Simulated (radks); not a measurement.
Numerical settings for neutral rubidium, [Kr] 5s1. All-electron calculation, scalar-relativistic Kohn-Sham, r2SCAN, spin-polarised, spherical densities, finite nucleus; open shells are filled with parallel spins first (spin-orbit coupling, left out, can overturn this in heavy ions); meta-GGA in the generalised Kohn-Sham scheme; Fermi nuclear charge, rms radius 4.2036 fm. Program: a radial shooting solver on a logarithmic mesh with Libxc functionals. The defaults (mesh step 0.008 in ln r, mesh end at 40 bohr or more with all orbitals vanishing there, Anderson mixing 0.5 over 9 steps, residual threshold near 1e-9 with the energy settled to 1e-9 hartree or 1e-11 of itself, here a cap of 99 iterations) give E = -2981.683 hartree and 5s at -2.495 eV in 16 iterations. Run on one thread of a shared host, so times are rough (Intel(R) Xeon(R) 6975P-C): 0.17 s of CPU time, 0.17 s wall, 16 iterations on 2437 mesh points. Changes against that run (0 stands for a change within the tolerance of the run):

| setting | iterations | converged | E (mhartree) | e(5s) (meV) | CPU (s) |
|---|---|---|---|---|---|
| mesh step in ln r 0.2 | 3 | no | diverged | - | 0.01 |
| mesh step in ln r 0.02 | 14 | yes | -0.00233 | -0.0075 | 0.07 |
| mesh step in ln r 0.012 | 15 | yes | 0 | +0.00762 | 0.11 |
| mesh end (bohr) 12 | 16 | yes | +1.19 | +76.5 | 0.16 |
| mesh end (bohr) 2 | 12 | level above zero | +1.49e+04 | +1.99e+05 | 0.14 |
| residual threshold 1e-05 | 13 | yes | 0 | +0.019 | 0.15 |
| residual threshold 0.01 | 11 | yes | 0 | -0.267 | 0.13 |
| mixing 1.5 | 18 | yes | 0 | 0 | 0.2 |
| linear mixing, mixing 0.05 | 99 | no | +0.998 | -3.66 | 0.92 |
| linear mixing, mixing 1 | 20 | no | diverged | - | 0.25 |
| mixing history 20 | 15 | yes | 0 | +0.0179 | 0.16 |
| iteration cap 5 | 5 | no | +0.0814 | +24.6 | 0.06 |

Settled on a wrong energy, with an occupied level pushed above zero by the early mesh end: mesh end (bohr) 2 (+14.9 hartree). Apart from these: settings that end as converged yet miss the energy by more than 1 mhartree: mesh end (bohr) 12 (+0.00119 hartree). A mesh that ends early acts as a hard wall.
